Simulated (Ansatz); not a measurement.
Program: Ansatz. Geometries: PBE0-D4/def2-TZVP. ΔE: electronic, gas phase. CCSD(T)/CBS is the MP2 limit (def2-TZVPP, def2-QZVPP) plus CCSD(T) − MP2 in def2-TZVPP, frozen cores. DFT in def2-TZVPP. def2 core potentials past Kr. For In outer-core shells are correlated without core-valence functions, which leaves a few kJ/mol of doubt a bond. Each species was taken in one conformer, which may not be the lowest.

Consider the formal exchange of groups at a B–S bond: `SB1CO1` + `C[S][InH2]` → `[InH2][B]1CO1` + `CSS`.

```tsv
level	ΔE (kcal/mol)	difference from CCSD(T)/CBS
LDA (SPW92)	43.1	-0.4
PBE-D4	42.0	-1.5
revPBE-D4	41.4	-2.1
r2SCAN0-D4	44.5	1.0
CAM-B3LYP-D4	43.2	-0.3
B2PLYP	43.9	0.4
r2SCAN0	44.5	1.0
MP2/def2-SVP	52.2	8.7
CCSD/def2-SVP	49.6	6.1
HF/CBS(def2)	44.4	0.9
CCSD(T)/CBS	43.5	0
```

Largest T1 diagnostic among the species: 0.016.

From BLYP to BHLYP (50 % exact exchange), in def2-TZVPP and without D4, ΔE moves by +1.9 kcal/mol. At CCSD(T), def2-SVP lies +6.4 kcal/mol from the extrapolated value and def2-TZVPP +0.2 kcal/mol.
